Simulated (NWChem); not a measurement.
System meant: MnBrCl, sextet; SMILES [Br][Mn][Cl]

Input file for NWChem:

```
start job
memory heap 200 mb stack 900 mb global 1100 mb
geometry units angstroms noautoz
  Mn    -0.014018     0.521091     0.000000
  Cl    -0.085662     2.706508     0.000000
  Br     0.062639    -1.807786     0.000000
end
basis spherical
  Mn library def2-svp
  Cl library def2-svp
  Br library def2-svp
end
dft
  odft
  mult 6
  xc xpbe96 cpbe96
  iterations 4
  mulliken
end
task dft energy
```

End of the output:

```
     --------------------------
     Expectation value of S2:
     --------------------------
      <S2> =      8.7629 (Exact =     8.7500)

 center of mass
 --------------
 x =   0.00000000 y =   0.00000000 z =  -0.13205895

 moments of inertia (a.u.)
 ------------------
        1893.273027002482           0.000000000000           0.000000000000
           0.000000000000        1893.273027002482           0.000000000000
           0.000000000000           0.000000000000           0.000000000000

     Multipole analysis of the density
     ---------------------------------

     L   x y z        total         alpha         beta         nuclear
     -   - - -        -----         -----         ----         -------
     0   0 0 0     -0.000000    -41.000000    -36.000000     77.000000

     1   1 0 0     -0.000000     -0.000000     -0.000000      0.000000
     1   0 1 0     -0.000000     -0.000000     -0.000000      0.000000
     1   0 0 1     -0.060680     -2.747784      2.687103      0.000000

     2   2 0 0    -32.614943    -18.453543    -14.161400      0.000000
     2   1 1 0     -0.000000     -0.000000     -0.000000      0.000000
     2   1 0 1     -0.000000      0.000000     -0.000000      0.000000
     2   0 2 0    -32.614943    -18.453543    -14.161400      0.000000
     2   0 1 1      0.000000      0.000000      0.000000      0.000000
     2   0 0 2    -43.178853   -466.492386   -454.210816    877.524350

 ------------------------------------------------------------------------
 dft energy failed                                                                                  0
 ------------------------------------------------------------------------
 ------------------------------------------------------------------------
  current input line :
    20: task dft energy
 ------------------------------------------------------------------------
 ------------------------------------------------------------------------
 This type of error is most commonly associated with calculations not reaching convergence criteria
 ------------------------------------------------------------------------
 For more information see the NWChem manual at https://nwchemgit.github.io

0:dft energy failed:Received an Error in Communication
```

Can this run be used? If not, why, and what is the fix?

The run did not converge; its last values are not results. Cause: the SCF was allowed too few iterations. This input runs:
```
start job
memory heap 200 mb stack 900 mb global 1100 mb
geometry units angstroms noautoz
  Mn    -0.014018     0.521091     0.000000
  Cl    -0.085662     2.706508     0.000000
  Br     0.062639    -1.807786     0.000000
end
basis spherical
  Mn library def2-svp
  Cl library def2-svp
  Br library def2-svp
end
dft
  odft
  mult 6
  xc xpbe96 cpbe96
  iterations 150
  mulliken
end
task dft energy
```
It converges to -4184.06545 Ha (PBE/def2-SVP, spin-unrestricted).
